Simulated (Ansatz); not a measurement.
The cluster PdSe2⁻. Total charge -1; doublet. Geometry PBE0-D4/def2-TZVPD; atoms count from 1.

```
atom   x (Å)   y (Å)   z (Å)
 Pd1  -0.070   0.002  -0.719
 Se2  -0.002  -1.954   0.360
 Se3   0.072   1.953   0.359
```

In the def2 sets Pd takes a core potential; there is no spin–orbit coupling. No other spin state of charge -1 was run. Another isomer (doublet) lies 0.13 eV lower at PBE0-D4/def2-TZVPD; other spin states weren't run for this one.

Question: Estimate the Mulliken populations from the PBE0/def2-TZVPD orbitals of Ansatz.

Answer: 
| atom | charge (e) | spin (α − β) | d electrons |
| --- | --- | --- | --- |
| Pd1 | -0.14 | 0.16 | 8.85 |
| Se2 | -0.43 | 0.42 | – |
| Se3 | -0.43 | 0.42 | – |
Mulliken values and Mayer orders depend strongly on the basis. With diffuse functions, as here, like atoms can get unlike values, and bond orders can come out too low or too high.

Question: Where does the spin sit?

Answer: Summed by element: Pd 0.16, Se 0.84, of 1 unpaired in all. Largest on single atoms: Se3 0.42, Se2 0.42, Pd1 0.16.

Question: And the Mayer bond orders between bonded heavy atoms (over 0.3)?

Answer: Pd1–Se2 1.51 (2.23 Å); Pd1–Se3 1.51 (2.23 Å). Values over 0.3 also appear between atoms too far apart for a bond (Se2–Se3 0.46 at 3.91 Å); they arise where an orbital or an unpaired electron spreads over both atoms.
